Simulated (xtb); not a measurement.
FS, SMILES F[S] (connectivity only; charge and spin as stated), charge -1, multiplicity 1. All values are semi-empirical tight-binding results from xtb (GFN2-xTB unless named), good for trends rather than for accurate numbers. Geometry: GFN2-xTB. The spin state was assumed, not searched.

point group as xtb finds it: C∞v
orbital gap: 2.33 eV
static polarisability (D4 model): 26.3 bohr³
solvation energy, GFN2-xTB/ALPB(water): -65.2 kcal/mol
solvation energy, GFN2-xTB/ALPB(chcl3): -60.2 kcal/mol
